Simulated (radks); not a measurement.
Spin polarisation of the 5d2 shell in the hafnium ion Hf2+. Start: [Xe] 4f14 5d(up 1, down 1); electrons of 5d are moved from spin down to spin up, other shells keep equal spins. All-electron calculation, non-relativistic Kohn-Sham, TPSS, spin-polarised, spherical densities, point nucleus; meta-GGA in the generalised Kohn-Sham scheme. Program: a radial shooting solver on a logarithmic mesh with Libxc functionals.

moment (Bohr magnetons)  E - E(0) (eV)  e(5d up) (eV)  e(5d down) (eV)  4f down minus up (eV)  5p down minus up (eV)  5s down minus up (eV)
0                                0.000        -17.102          -17.102                 0.000                 0.000                  0.000
0.5                             -0.046        -17.282          -16.913                  0.046                  0.312                  0.255
1                               -0.184        -17.452          -16.719                  0.093                  0.624                  0.510
1.5                             -0.412        -17.607          -16.518                  0.139                  0.935                  0.766
2                               -0.731        -17.746          -16.269                  0.185                  1.244                  1.021

At moment 2 the spin-polarisation energy is -0.731 eV and the 5d exchange splitting 1.478 eV, that is 0.739 eV per Bohr magneton; E = -I m^2/4 would give I = 0.731 eV.
